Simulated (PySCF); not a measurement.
H3OSi, SMILES [OH+]=[SiH2], charge +1.

Geometry optimised at r2SCAN-D4/def2-TZVP. The isomer is the one that the SMILES or the coordinates give; other isomers of the formula were not compared.

Two levels are set side by side: TDDFT-PBE/def2-TZVPD (PySCF) and TDDFT-PBE0/def2-TZVPD (PySCF). Vertical, same geometry. The lowest singlet is HOMO→LUMO 100 % with PBE and HOMO→LUMO 100 % with the other functional; states are paired by order. Differences are taken from unrounded values.

```csv
quantity,TDDFT-PBE0,TDDFT-PBE,TDDFT-PBE minus TDDFT-PBE0
lowest singlet excitation (eV),6.05,5.58,-0.47
lowest triplet excitation (TDA) (eV),5.46,5.09,-0.38
first bright state (f over 0.05) (eV),7.67,7.12,-0.55
its oscillator strength,0.06,0.06,0.00
```

A lower first singlet is the usual sign of a functional without exact exchange. Differences between two approximate levels are no errors against the true value.

Rough cost on one machine, each run with all the roots and properties that it gave: TDDFT-PBE0 against TDDFT-PBE about 3 times.
